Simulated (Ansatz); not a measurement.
The same path of C₃H₆AlNTe (12 atoms, charge 0, multiplicity 1) was run twice with different band settings. The coordinate that changes most is the dihedral Al5–N3–C4–H9.

Theory: Ansatz, RKS B3LYP/def2-SVP.

Relaxed end points:

```xyz
12
Properties=species:S:1:pos:R:3
C 0.218 -0.507 -2.782
C 0.132 -0.288 -1.588
N 0.040 -0.047 -0.262
C 1.320 -0.029 0.459
Al -1.626 0.216 0.424
Te -2.010 0.651 2.908
H 0.283 -0.699 -3.834
H 1.987 0.755 0.061
H 1.839 -0.999 0.369
H 1.147 0.173 1.525
H -2.865 0.175 -0.541
H -0.387 0.545 3.294
```

```xyz
12
Properties=species:S:1:pos:R:3
C 0.204 -0.625 -2.759
C 0.124 -0.361 -1.574
N 0.038 -0.069 -0.258
C 1.315 -0.086 0.470
Al -1.616 0.297 0.409
Te -1.986 0.892 2.862
H 0.264 -0.855 -3.804
H 1.148 0.164 1.527
H 2.021 0.649 0.048
H 1.786 -1.082 0.419
H -2.857 0.246 -0.554
H -0.364 0.775 3.248
```

Common settings: spring 5.0 eV/Å²; optimiser quadratic models (default); start path through a guess of the saddle point; force threshold 0.03 eV/Å; end points relaxed.

| run | movable images | climbing image | iteration limit |
| --- | --- | --- | --- |
| 1 | 9 | yes | 35 |
| 2 | 4 | no | 60 |

Task: What does each run give, and how far can it be trusted?

Result: Run 1: converged after 20 iterations, highest image 0.059 eV above the first end. A vibrational analysis at the climbing image gives one clearly imaginary mode, 150i cm⁻¹: a first-order saddle point.
Run 2: converged after 17 iterations, highest image 0.053 eV above the first end. No image climbed, so the highest image needn't sit at the top of the path.
